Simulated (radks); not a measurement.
Task: Species: Yb3+. Configuration: [Xe] 4f13 (the NIST ground configuration). All-electron calculation, Dirac Kohn-Sham, LDA (Slater exchange, Perdew-Wang correlation), spin-unpolarised, spherical densities, point nucleus; open shells are shared between the two j in proportion to 2j + 1. Program: a radial shooting solver on a logarithmic mesh with Libxc functionals. Some entries of the table are withheld. Estimate them.

| orbital | occ. | eigenvalue (hartree) | <r^2> (bohr^2) | r(max) (bohr) |
|---|---|---|---|---|
| 1s1/2 | 2 | -2247.163 | 0.0005305 | 0.01238 |
| 2s1/2 | 2 | -381.5760 | 0.008160 | 0.07081 |
| 2p1/2 | 2 | -364.1081 | (1) | 0.05297 |
| 2p3/2 | 4 | -325.6724 | (2) | 0.05940 |
| 3s1/2 | 2 | -86.96819 | 0.05369 | 0.1998 |
| 3p1/2 | 2 | -79.24911 | 0.04952 | 0.1875 |
| 3p3/2 | 4 | -71.09434 | 0.05628 | 0.2009 |
| 3d3/2 | 4 | -57.91996 | 0.04405 | 0.1580 |
| 3d5/2 | 6 | -56.13701 | 0.04592 | 0.1617 |
| 4s1/2 | 2 | -18.09618 | 0.2689 | (3) |
| 4p1/2 | 2 | -14.97362 | 0.2796 | 0.4567 |
| 4p3/2 | 4 | -13.11558 | 0.3173 | 0.4853 |
| 4d3/2 | 4 | -7.97138 | 0.3545 | 0.4855 |
| 4d5/2 | 6 | -7.63233 | 0.3693 | 0.4948 |
| 5s1/2 | 2 | -3.15774 | 1.583 | 1.062 |
| 5p1/2 | 2 | (4) | 1.976 | 1.151 |
| 5p3/2 | 4 | (5) | 2.289 | 1.238 |
| 4f5/2 | 5.57143 | (6) | 0.6859 | 0.4768 |
| 4f7/2 | 7.42857 | (7) | 0.7146 | 0.4822 |

Result: 
(1) 2p1/2 <r^2> (bohr^2): 0.005864
(2) 2p3/2 <r^2> (bohr^2): 0.007076
(3) 4s1/2 r(max) (bohr): 0.4555
(4) 5p1/2 eigenvalue (hartree): -2.28455
(5) 5p3/2 eigenvalue (hartree): -2.03730
(6) 4f5/2 eigenvalue (hartree): -1.36261
(7) 4f7/2 eigenvalue (hartree): -1.31113
